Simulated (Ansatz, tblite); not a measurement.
Cost and result up the ladder for SnEt3(NMe2) (C₈H₂₁NSn) (31 atoms). The state is a singlet with charge 0. Geometry: r2SCAN-D4/def2-SVP.

```xyz
31

Sn   -0.331    0.087    0.045
C    -1.817   -0.015   -1.535
C    -1.183    0.090   -2.919
H    -2.550    0.792   -1.362
H    -2.371   -0.963   -1.418
H    -1.932   -0.001   -3.725
H    -0.672    1.058   -3.059
H    -0.425   -0.695   -3.076
C    -1.181   -0.205    2.035
C    -0.157   -0.026    3.153
H    -1.622   -1.217    2.055
H    -2.021    0.503    2.144
H    -0.604   -0.177    4.151
H     0.677   -0.742    3.061
H     0.284    0.985    3.148
C     0.801    1.939   -0.059
C    -0.096    3.176   -0.049
H     1.407    1.891   -0.979
H     1.511    1.960    0.785
H     0.490    4.110   -0.111
H    -0.799    3.180   -0.899
H    -0.701    3.239    0.871
N     1.016   -1.404   -0.452
C     2.358   -1.357    0.075
C     0.521   -2.752   -0.589
H     2.469   -1.823    1.083
H     2.716   -0.317    0.151
H     3.063   -1.893   -0.594
H    -0.487   -2.758   -1.036
H     1.174   -3.346   -1.263
H     0.464   -3.319    0.371
```

Ansatz on 4 threads of Intel Xeon on a shared host; xTB runs through tblite on one thread. Times are rough, summed over both states, and most runs start from the orbitals of an earlier one. PBE0-D4/def2-TZVP serves as the yardstick here, not as an exact answer. The other state is a doublet.

In the def2 sets Sn takes a core potential; there is no spin–orbit coupling. The xTB rows come from tblite.

Raw xTB energies of ions are shifted by several eV.

```json
{"level": "GFN2-xTB", "functions": "66", "wall time": "0.14 s", "vertical IE (eV)": "11.84", "difference from PBE0-D4/def2-TZVP (eV)": "4.66"}
{"level": "GFN1-xTB", "functions": "87", "wall time": "0.2 s", "vertical IE (eV)": "12.82", "difference from PBE0-D4/def2-TZVP (eV)": "5.64"}
{"level": "revPBE-D4/def2-TZVP", "functions": "455", "wall time": "54 s", "vertical IE (eV)": "7.07", "difference from PBE0-D4/def2-TZVP (eV)": "-0.11"}
{"level": "PBE-D4/def2-TZVP (with forces)", "functions": "455", "wall time": "57 s", "vertical IE (eV)": "7.02", "difference from PBE0-D4/def2-TZVP (eV)": "-0.16"}
{"level": "PBE0-D4/def2-TZVP", "functions": "455", "wall time": "1.9 min", "vertical IE (eV)": "7.18", "difference from PBE0-D4/def2-TZVP (eV)": "0.00"}
```
